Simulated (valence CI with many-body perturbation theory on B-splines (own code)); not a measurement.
**Ag XLIII: calculated level list**

Level of theory: configuration interaction combined with many-body perturbation theory (CI+MBPT): three valence electrons over a frozen Dirac-Fock core [He], a basis of 11 s, 11 p, 9 d, 7 f, 5 g, 2 h, 1 i functions for each j, with the one-electron correlation potential Σ1 (screened to all orders), the two-electron term Σ2, the three-electron term Σ3, Breit, model QED; selected single and double excitations, second order for the rest (own B-spline code, finite nucleus).

The last digits are not significant, and no measured levels were compared; by estimate large intervals hold to a few tenths of a per cent, small ones and those within an open d or f shell to about a per cent.

Levels 91 to 99 of 99, with energies above the lowest level, (2s^2 2p1/2) J=1/2. "Leading %" is the weight of the configuration and term that name the level; weights of strongly mixed levels are sums over their largest components and can fall short. In the jj column 3d3/2^4 stands for four electrons in 3d with j = 3/2.

| No. | Configuration | Term | J | E (eV) | Leading % | Leading jj | g | Second component |
| --- | --- | --- | --- | --- | --- | --- | --- | --- |
| 91 | 2p2 3p | 2P° | 1/2 | 4377.1 | 85 | 2p1/2 2p3/2 3p3/2 (98 %) | 0.680 | 8 % 2p2 3p 4D° |
| 92 | 2p2 3d | 4F | 7/2 | 4381.2 | 51 | 2p1/2 2p3/2 3d3/2 (75 %) | 1.091 | 36 % 2p2 3d 2G |
| 93 | 2p2 3d | 4D | 7/2 | 4385.5 | 49 | 2p1/2 2p3/2 3d5/2 (82 %) | 1.276 | 31 % 2p2 3d 2F |
| 94 | 2p2 3d | 4P | 5/2 | 4389.9 | 37 | 2p1/2 2p3/2 3d3/2 (56 %) | 1.211 | 33 % 2p2 3d 2F |
| 95 | 2p2 3d | 4D | 3/2 | 4393.1 | 39 | 2p1/2 2p3/2 3d5/2 (58 %) | 1.089 | 35 % 2p2 3d 2D |
| 96 | 2p2 3d | 2G | 9/2 | 4398.3 | 58 | 2p1/2 2p3/2 3d5/2 (99 %) | 1.194 | 41 % 2p2 3d 4F |
| 97 | 2p2 3d | 4D | 5/2 | 4401.0 | 37 | 2p1/2 2p3/2 3d5/2 (65 %) | 1.146 | 32 % 2p2 3d 2F |
| 98 | 2p2 3d | 4P | 3/2 | 4401.1 | 48 | 2p1/2 2p3/2 3d3/2 (58 %) | 1.407 | 30 % 2p2 3d 2P |
| 99 | 2p2 3d | 4P | 1/2 | 4402.7 | 41 | 2p1/2 2p3/2 3d3/2 (97 %) | 1.848 | 29 % 2p2 3d 2S |
